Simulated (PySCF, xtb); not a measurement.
C₃H₈ClFSi, SMILES CCC[Si@H](F)Cl. The values are those of a single conformer.

Harmonic wavenumbers (cm⁻¹) from GFN2-xTB in xtb 6.7.1 at its own minimum, in rising order: 42, 79, 95, 172, 232, 236, 246, 342, 525, 638, 654, 729, 756, 821, 845, 953, 1016, 1081, 1113, 1224, 1254, 1283, 1355, 1417, 1469, 1497, 1503, 1505, 2352, 2948, 2974, 2979, 2993, 3030, 3033, 3039.

What does PBE0-D3(BJ)/def2-SVP in PySCF give at its own minimum? (An estimate is asked for; the answer gives what the named calculation found.)

57, 80, 94, 211, 259, 267, 287, 346, 571, 673, 741, 780, 823, 847, 912, 927, 1017, 1070, 1099, 1222, 1224, 1320, 1363, 1399, 1420, 1466, 1468, 1477, 2285, 3048, 3051, 3055, 3095, 3114, 3144, 3151. Paired by order, the mean absolute difference is 43 cm⁻¹ and the zero-point energies are 66.4 and 67.7 kcal/mol.
